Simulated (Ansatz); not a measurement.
Reaction (hydrogenolysis of a C–F bond): `CC(F)(F)OCF` + H₂ → `COC(C)(F)F` + H–F

Gas-phase electronic energies from Ansatz, PBE0-D4/def2-TZVP geometries. CCSD(T)/CBS is the MP2 limit (def2-TZVPP, def2-QZVPP) plus CCSD(T) − MP2 in def2-TZVPP, frozen cores. This one scheme is used for every species. Functionals use def2-TZVPP. One conformer a species, not always the lowest.

`CC(F)(F)OCF`:

Cartesian coordinates in Å:
```
C -0.064 -1.670 0.696
C 0.209 -0.216 0.468
F -0.414 0.549 1.398
F 1.537 0.054 0.627
O -0.181 0.149 -0.792
C -0.115 1.504 -1.103
F -1.319 2.099 -0.862
H 0.273 -1.943 1.694
H 0.471 -2.259 -0.047
H -1.133 -1.853 0.604
H 0.087 1.570 -2.172
H 0.647 2.016 -0.511
```

H₂:

Cartesian coordinates in Å:
```
H -0.240 0.015 0.285
H 0.240 -0.015 -0.285
```

`COC(C)(F)F`:

Z-matrix (Å, degrees):
```
C
O 1 1.415
H 1 1.095 2 111.6
H 1 1.093 2 111.3 3 -123.0
H 1 1.088 2 106.0 3 118.4
C 2 1.361 1 116.3 3 70.5
F 6 1.369 2 109.6 1 64.4
C 6 1.506 2 116.5 1 -59.8
F 6 1.347 2 105.2 1 178.2
H 8 1.089 6 108.8 2 -174.8
H 8 1.089 6 110.7 2 65.7
H 8 1.090 6 109.4 2 -55.2
```

H–F:

Cartesian coordinates in Å:
```
F -0.366 0.229 -0.157
H 0.366 -0.229 0.157
```

```csv
species,PBE energy (Eh)
`CC(F)(F)OCF`,-491.78974
H₂,-1.16614
`COC(C)(F)F`,-392.58505
H–F,-100.39340
```

Q: Work out ΔE.

A: ΔE = (-392.58505) + (-100.39340) − (-491.78974) − (-1.16614) = -0.02257 Eh = -59.3 kJ/mol. CCSD(T)/CBS gives -71.6 kJ/mol.

Largest T1 diagnostic among the species: 0.012.

In def2-TZVPP, CCSD(T) changes the Hartree–Fock value by −3.3 kJ/mol (the triples alone add +2.4 kJ/mol) and MP2 by −8.2 kJ/mol. From PBE to PBE0 (25 % exact exchange), in def2-TZVPP and without D4, ΔE moves by −6.0 kJ/mol.
